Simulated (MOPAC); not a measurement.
MOPAC input (MNDO):

```
MNDO PRECISE GNORM=0.05 LET XYZ GEO-OK AUX(PRECISION=9) THREADS=1
C5H10Se

C     2.79441700 1    0.82361100 1    0.11889500 1
C     1.64247600 1    0.35923600 1    0.58647400 1
Se    0.31743100 1   -0.50261700 1   -0.47748300 1
C    -1.26877600 1    0.03693800 1    0.59846100 1
C    -2.46492400 1   -0.75587300 1    0.09199200 1
C    -1.49420200 1    1.53894500 1    0.54263200 1
H     3.53938200 1    1.23048100 1    0.79171600 1
H     3.03931800 1    0.80584700 1   -0.93571700 1
H     1.41265400 1    0.39297900 1    1.64615400 1
H    -1.03090000 1   -0.27047500 1    1.61820900 1
H    -3.35207700 1   -0.50425600 1    0.67832300 1
H    -2.29872800 1   -1.83060400 1    0.16951800 1
H    -2.68029000 1   -0.51658400 1   -0.95177200 1
H    -0.62124700 1    2.09160700 1    0.88954400 1
H    -2.34378700 1    1.81374600 1    1.17570000 1
H    -1.71092100 1    1.85908600 1   -0.47797500 1
```

Output:

```
 *******************************************************************************
 **                                                                           **
 **                              MOPAC v23.2.5                                **
 **                                                                           **
 *******************************************************************************
 ** MOPAC's Digital Object Identifier: https://doi.org/10.5281/zenodo.6511958 **
 **                                                                           **
 ** Please cite the open-source release paper for use of this MOPAC version:  **
 ** J. E. Moussa and J. J. P. Stewart (2026)                                  **
 ** MOPAC: An open-source semiempirical molecular orbital program             **
 ** J. Open Source Softw., 11(119), 8025, https://doi.org/10.21105/joss.08025 **
 *******************************************************************************

                              MNDO CALCULATION RESULTS

 *******************************************************************************
 *  MNDO       - The MNDO Hamiltonian to be used
 *  GEO-OK     - OVERRIDE INTERATOMIC DISTANCE AND OTHER SAFETY CHECKS
 *  LET        - OVERRIDE SOME SAFETY CHECKS
 *  PRECISE    - TIGHTER CRITERIA TO BE USED
 *  XYZ        - CARTESIAN COORDINATE SYSTEM TO BE USED
 *  GNORM      - EXIT WHEN GRADIENT NORM DROPS BELOW 0.050
 *  AUX        - OUTPUT AUXILIARY INFORMATION
 *******************************************************************************
MNDO PRECISE GNORM=0.05 LET XYZ GEO-OK AUX(PRECISION=9) THREADS=1
 C5H10Se

   ATOM   CHEMICAL          X               Y               Z
  NUMBER   SYMBOL      (ANGSTROMS)     (ANGSTROMS)     (ANGSTROMS)

     1       C          2.79441700  *   0.82361100  *   0.11889500  *
     2       C          1.64247600  *   0.35923600  *   0.58647400  *
     3      Se          0.31743100  *  -0.50261700  *  -0.47748300  *
     4       C         -1.26877600  *   0.03693800  *   0.59846100  *
     5       C         -2.46492400  *  -0.75587300  *   0.09199200  *
     6       C         -1.49420200  *   1.53894500  *   0.54263200  *
     7       H          3.53938200  *   1.23048100  *   0.79171600  *
     8       H          3.03931800  *   0.80584700  *  -0.93571700  *
     9       H          1.41265400  *   0.39297900  *   1.64615400  *
    10       H         -1.03090000  *  -0.27047500  *   1.61820900  *
    11       H         -3.35207700  *  -0.50425600  *   0.67832300  *
    12       H         -2.29872800  *  -1.83060400  *   0.16951800  *
    13       H         -2.68029000  *  -0.51658400  *  -0.95177200  *
    14       H         -0.62124700  *   2.09160700  *   0.88954400  *
    15       H         -2.34378700  *   1.81374600  *   1.17570000  *
    16       H         -1.71092100  *   1.85908600  *  -0.47797500  *

          CARTESIAN COORDINATES

    NO.       ATOM           X           Y           Z

     1         C          2.7944      0.8236      0.1189
     2         C          1.6425      0.3592      0.5865
     3        Se          0.3174     -0.5026     -0.4775
     4         C         -1.2688      0.0369      0.5985
     5         C         -2.4649     -0.7559      0.0920
     6         C         -1.4942      1.5389      0.5426
     7         H          3.5394      1.2305      0.7917
     8         H          3.0393      0.8058     -0.9357
     9         H          1.4127      0.3930      1.6462
[...]
  NUMBER   SYMBOL      (ANGSTROMS)     (ANGSTROMS)     (ANGSTROMS)

     1       C          2.89120055  *   0.64369984  *   0.17606061  *
     2       C          1.71358008  *   0.19239189  *   0.60862534  *
     3      Se          0.28631504  *  -0.27327526  *  -0.55154867  *
     4       C         -1.28857908  *   0.12175805  *   0.58493370  *
     5       C         -2.38089121  *  -0.87151346  *   0.20199648  *
     6       C         -1.67452995  *   1.59162016  *   0.46220131  *
     7       H          3.71986796  *   0.85385434  *   0.85537109  *
     8       H          3.12724476  *   0.83425699  *  -0.86946987  *
     9       H          1.52563053  *   0.02280532  *   1.66770332  *
    10       H         -0.98404714  *  -0.08247758  *   1.63518374  *
    11       H         -3.28613258  *  -0.72356508  *   0.82998058  *
    12       H         -2.03807685  *  -1.91584682  *   0.35709861  *
    13       H         -2.68796074  *  -0.76968331  *  -0.85913781  *
    14       H         -0.83884189  *   2.24801555  *   0.78232749  *
    15       H         -2.54688198  *   1.82844100  *   1.10936002  *
    16       H         -1.94077018  *   1.86769372  *  -0.57836029  *

                             CARTESIAN COORDINATES

   1    C        2.891200551     0.643699843     0.176060607
   2    C        1.713580079     0.192391886     0.608625336
   3   Se        0.286315036    -0.273275256    -0.551548673
   4    C       -1.288579083     0.121758049     0.584933696
   5    C       -2.380891209    -0.871513459     0.201996478
   6    C       -1.674529953     1.591620159     0.462201308
   7    H        3.719867957     0.853854344     0.855371085
   8    H        3.127244756     0.834256986    -0.869469871
   9    H        1.525630529     0.022805315     1.667703315
  10    H       -0.984047141    -0.082477582     1.635183744
  11    H       -3.286132583    -0.723565079     0.829980584
  12    H       -2.038076848    -1.915846823     0.357098613
  13    H       -2.687960736    -0.769683312    -0.859137813
  14    H       -0.838841888     2.248015549     0.782327492
  15    H       -2.546881980     1.828441004     1.109360022
  16    H       -1.940770185     1.867693719    -0.578360294

           Empirical Formula: C5 H10 Se  =    16 atoms

      MOLECULAR POINT GROUP   :   C1

                  EIGENVALUES
 -40.71340 -35.76414 -29.51717 -22.65303 -22.00484 -16.96844 -15.88409 -15.40922
 -14.66103 -14.42365 -13.78055 -13.48894 -12.86835 -12.51981 -11.82707 -11.37483
 -10.57171  -8.35414  -0.04958   0.84668   1.22368   3.40529   3.82584   4.07343
   4.10145   4.15442   4.42796   4.50532   4.97255   5.12101   5.38147   5.60751
   5.71864   6.43585

              NET ATOMIC CHARGES AND DIPOLE CONTRIBUTIONS

  ATOM NO.   TYPE          CHARGE      No. of ELECS.   s-Pop       p-Pop
    1          C          -0.043083        4.0431     1.23180     2.81128
    2          C          -0.208779        4.2088     1.25065     2.95812
    3         Se           0.120151        5.8798     1.95325     3.92660
    4          C          -0.138828        4.1388     1.24692     2.89190
    5          C           0.036876        3.9631     1.22494     2.73818
    6          C           0.041144        3.9589     1.22334     2.73551
    7          H           0.044056        0.9559     0.95594
    8          H           0.044735        0.9553     0.95527
    9          H           0.059836        0.9402     0.94016
   10          H           0.034832        0.9652     0.96517
   11          H          -0.000012        1.0000     1.00001
   12          H           0.006684        0.9933     0.99332
   13          H           0.000107        0.9999     0.99989
   14          H           0.002152        0.9978     0.99785
   15          H          -0.004332        1.0043     1.00433
   16          H           0.004462        0.9955     0.99554
 DIPOLE           X         Y         Z       TOTAL
 POINT-CHG.    -0.376    -0.089    -0.497     0.630
 HYBRID         0.093     0.251     0.853     0.894
 SUM           -0.283     0.162     0.356     0.482

          ATOMIC ORBITAL ELECTRON POPULATIONS

     Atom    s        px        py        pz
    1  C   1.23180   0.92110   0.96101   0.92917
    2  C   1.25065   0.96068   1.03606   0.96139
    3 Se   1.95325   0.98333   1.83767   1.10560
    4  C   1.24692   0.94995   0.97458   0.96737
    5  C   1.22494   0.90389   0.91478   0.91951
    6  C   1.22334   0.91782   0.89460   0.92310
    7  H   0.95594
    8  H   0.95527
    9  H   0.94016
   10  H   0.96517
   11  H   1.00001
   12  H   0.99332
   13  H   0.99989
   14  H   0.99785
   15  H   1.00433
   16  H   0.99554

 **********************
 *                    *
 * JOB ENDED NORMALLY *
 *                    *
 **********************

 == MOPAC DONE ==
```

The geometry given is a B3LYP-D3(BJ)/def2-TZVP minimum.
